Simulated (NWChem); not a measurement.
Basis-set dependence for trimethylsulfonium (C3H9S (+1))

```xyz
13

C     -0.0049    -0.8600     1.4183
S     -0.4903     0.1607     0.0000
C     -0.0049    -0.8600    -1.4183
C      0.7603     1.4741     0.0000
H      1.0577    -1.1602     1.3418
H     -0.6727    -1.7430     1.4255
H     -0.1877    -0.2572     2.3287
H      1.0577    -1.1602    -1.3418
H     -0.1877    -0.2572    -2.3287
H     -0.6727    -1.7430    -1.4255
H      1.7806     1.0449     0.0000
H      0.5833     2.0901    -0.9026
H      0.5833     2.0901     0.9026
```
Charge +1, spin multiplicity 1.

All runs are NWChem calculations. Structure: optimised with PBE/def2-SVP, a minimum by its harmonic frequencies.

Hartree-Fock energies in Ha, correlation energies in mHa.

The correlated methods keep 8 core orbitals frozen. The Pople sets run with spherical d functions.

```json
[
 {"basis": "6-31G*", "functions": "78", "RHF": "-516.10412", "MP2": "-512.1", "SCS-MP2": "-513.5"},
 {"basis": "cc-pVDZ", "functions": "105", "RHF": "-516.13536", "MP2": "-572.0", "SCS-MP2": "-575.9"}
]
```

From 6-31G* to cc-pVDZ the Hartree-Fock energy moves by -31.2 mHa and the MP2 correlation energy by -59.9 mHa, which is 10 % of its value in the larger set.
